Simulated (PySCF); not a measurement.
A PySCF script (with the pyscf-properties extension) for the NMR shieldings of `C=Cc1[nH]nc(S[SiH3])c1N`, C5H9N3SSi, on a GFN2-xTB geometry:

```python
import basis_set_exchange as bse
import numpy as np
from pyscf import gto, dft
from pyscf.prop import nmr

atoms = """
C    -3.416258    0.650617   -0.291692
C    -2.497249   -0.312814   -0.272939
C    -1.085706   -0.133043   -0.088643
N    -0.473093    1.074189    0.096703
N     0.848095    0.953295    0.234525
C     1.111839   -0.340949    0.135168
S     2.758772   -0.877368    0.240847
Si    3.492071    1.130827    0.577516
C    -0.067047   -1.088401   -0.069704
N    -0.165449   -2.462603   -0.131574
H    -3.172581    1.691292   -0.161036
H    -4.457245    0.424234   -0.437404
H    -2.801351   -1.343150   -0.401996
H    -0.907832    1.979146    0.142098
H     2.909235    1.611331    1.817290
H     4.922455    0.864490    0.717357
H     3.213308    1.919897   -0.609018
H    -0.935834   -2.815546   -0.678814
H     0.714065   -2.916193   -0.331730
"""
names = dict.fromkeys(["C", "N", "S", "Si", "H"], "pcSseg-1")
basis = {el: gto.basis.parse(bse.get_basis(n, elements=[el], fmt="nwchem")) for el, n in names.items()}
mol = gto.M(atom=atoms, basis=basis, charge=0, verbose=0)
mf = dft.RKS(mol, xc="PBE0")
mf.grids.level = 2
mf.grids.alignment = dft.numint.BLKSIZE   # the property module wants whole blocks of grid points
mf.conv_tol = 1e-9
mf.kernel()

calc = nmr.RKS(mf)   # GIAO
C = mf.mo_coeff
Co = C[:, mf.mo_occ > 0]
resp = mf.gen_response(singlet=True, hermi=2)
def vind(x):   # induced exchange potential for any number of trial vectors
    d = np.einsum("pi,xij,qj->xpq", C, 2 * x.reshape(-1, C.shape[1], Co.shape[1]), Co, optimize=True)
    return np.einsum("xpq,pi,qj->xij", resp(d - d.transpose(0, 2, 1)), C, Co, optimize=True).ravel()
mo1, _ = nmr.rhf.solve_mo1(calc, with_cphf=vind)
sigma = calc.kernel(mo1)
for i, s in enumerate(sigma):   # ppm
    print("%2d %-2s %9.2f" % (i, mol.atom_pure_symbol(i), np.trace(s) / 3))
```

Q: What are the results?

A: 
```
 0 C      77.26
 1 C      58.60
 2 C      57.55
 3 N      70.54
 4 N     -51.99
 5 C      47.21
 6 S     666.24
 7 Si    413.54
 8 C      53.65
 9 N     218.11
10 H      26.38
11 H      26.45
12 H      25.13
13 H      22.75
14 H      26.79
15 H      27.25
16 H      26.79
17 H      28.75
18 H      28.53
```

These numbers come from an equivalent density-fitted implementation of the same equations, which agrees with the script to about 0.01 ppm for H and up to a few tenths of a ppm for heavy atoms, so last digits may differ.

Q: Turn these shieldings into chemical shifts. Referencing at the same level of theory: 13C (186.93 ppm) and 29Si (349.16 ppm) and 1H (31.72 ppm) against TMS; 15N (267.73 ppm) vs NH3; 33S (503.73 ppm) vs CS2.

A: Averaging equivalent atoms: C 5: 139.7; C 8: 133.3; C 2: 129.4; C 1: 128.3; C 0: 109.7; N 4: 319.7; N 3: 197.2; N 9: 49.6; S 6: -163; Si 7: -64.4; H 13: 8.96; H 12: 6.59; H 10: 5.34; H 11: 5.26; H 14/15/16: 4.77; H 17/18: 3.08 ppm. Experimental scales use liquid or dissolved standards, which lie at an offset from isolated NH3 (liquid NH3: subtract about 20 ppm). Unscaled 15N shifts of sp2 nitrogen come out 20 to 40 ppm too high even then.

Size and cost of the density-fitted run: 229 basis functions, 2.6 min wall time on 1 thread of an Intel Xeon, shared host; peak memory 1.1 GiB.
